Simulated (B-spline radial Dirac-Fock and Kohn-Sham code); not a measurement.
Pr: input and output of one calculation

ΔSCF core binding energies without Breit or QED terms, calculated with a radial finite-basis atomic code. Keys: rel is the Hamiltonian (dirac, or spin-free x2c and nr, where L3 and M5 stand for the whole 2p and 3d shells), method is hf or an exchange,correlation pair (spin-unpolarised, also for the hole states), nuc the nuclear model, radius_factor scales its radius, rmax is the box in bohr, h the logarithmic mesh step, order the B-spline order, points the quadrature points per cell, c_factor scales the speed of light, and damp, ndamp, maxit and tol steer the iteration. The run stops when the commutator error falls below 10·tol·max(1, Z/10), or the numerical noise floor, and the energy has settled to about 1e-8 Ha; the virial ratio is −V/T.

Input (task.json):

```json
{"items": [{"Z": 59, "q": 0, "cfg": [[1, 0, 2], [2, 0, 2], [2, 1, 6], [3, 0, 2], [3, 1, 6], [3, 2, 10], [4, 0, 2], [4, 1, 6], [4, 2, 10], [4, 3, 3], [5, 0, 2], [5, 1, 6], [6, 0, 2]], "A": 141, "rrms": 4.8919, "do": "settings", "holes": ["K", "L3", "M5"],
  "settings": [{"rel": "dirac", "method": "hf", "nuc": "fermi", "radius_factor": 1.0, "rmax": 45.0, "h": 0.3, "order": 8, "points": 10, "c_factor": 0.9, "maxit": 60, "damp": 0.5, "ndamp": 3, "tol": 1e-08}]}]}
```

Command: `python xray2_run.py task.json out`

Ground-state iterations:

```
iter   energy (Ha)        error
   1    -9313.28471915  1.83e+00
   2    -9316.13350937  5.54e-01
   3    -9321.72442218  1.10e-01
   4    -9322.02844910  3.95e-02
   5    -9322.06728593  6.43e-03
   6    -9322.07050626  5.17e-03
   7    -9322.07111219  1.80e-03
   8    -9322.07132390  8.75e-04
   9    -9322.07134992  1.06e-04
  10    -9322.07135075  3.05e-05
  11    -9322.07135080  2.38e-06
  12    -9322.07135080  6.47e-07
  13    -9322.07135080  1.09e-07
```

The ground state converged in 13 iterations, with total energy -9322.07135 Ha, virial ratio 1.91155 and highest orbital energy -4.74 eV. ΔSCF binding energies: K (1s) 42715.3 eV, L3 (2p3/2) 5978.6 eV, M5 (3d5/2) 928.7 eV.
